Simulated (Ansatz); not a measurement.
Mulliken charges of CH₄AlFOSi, SMILES `F[CH]1[O][Al]1[SiH3]` from ωB97M-V/def2-TZVPP in Ansatz (PBE0-D4/def2-TZVP geometry).

| atom | x (Å) | y (Å) | z (Å) | charge (e) |
| --- | --- | --- | --- | --- |
| F1 | 2.908 | -1.162 | -0.195 | -0.228 |
| C2 | 2.238 | 0.001 | 0.095 | 0.145 |
| O3 | 1.556 | 0.507 | -1.034 | -0.369 |
| Al4 | 0.332 | 0.051 | 0.105 | 0.383 |
| Si5 | -2.104 | -0.020 | 0.113 | -0.028 |
| H6 | 2.964 | 0.700 | 0.514 | 0.097 |
| H7 | -2.653 | 0.547 | -1.146 | 0.004 |
| H8 | -2.542 | -1.433 | 0.258 | 0.000 |
| H9 | -2.609 | 0.763 | 1.272 | -0.004 |

Problem. By hand: the dipole of these point charges (1 e Å = 4.8032 D).

Solution. Σ q r = (-0.439, 0.165, 0.517) e Å, of length 0.698 e Å = 3.35 D.

Problem. How does the dipole of the full density compare? (An estimate is asked.)

Solution. Ansatz gave: (-0.735, 0.147, 0.396) e Å, 4.07 D; the point charges give 0.82 times that, at 21° from its direction.

Point charges leave out the atoms' own dipoles, such as those of lone pairs, and Mulliken's split depends on the basis, so the two needn't agree.
